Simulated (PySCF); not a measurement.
PySCF input:

```python
from pyscf import gto, scf, dft

mol = gto.M(
    atom='''
    C    -0.80042926   -0.57525835   -0.26166469
    C     0.51326869   -0.37783938   -0.03810045
    O     0.02321352    0.80488291    0.22491673
    H     1.53725527   -0.72047688   -0.00074301
    ''',
    basis='def2-tzvpd',
    charge=0,
    spin=1,
    verbose=4,
)

mf = dft.UKS(mol, xc='tpssh').density_fit(auxbasis='def2-universal-jkfit')
mf.grids.level = 3
mf.conv_tol = 1e-9
mf.max_cycle = 100
mf.max_memory = 1500
mf.kernel()
if not mf.converged:
    mf = mf.newton()
    mf.kernel(mf.make_rdm1())
for _ in range(2):
    mo, _, stable, _ = mf.stability(return_status=True)
    if stable:
        break
    mf.kernel(mf.make_rdm1(mo, mf.mo_occ))
mf.analyze()
```

**Question.** What final total energy does it print?

**Answer.** -151.91178 Eh (TPSSh/def2-TZVPD).

It need not be the lowest isomer of its formula.
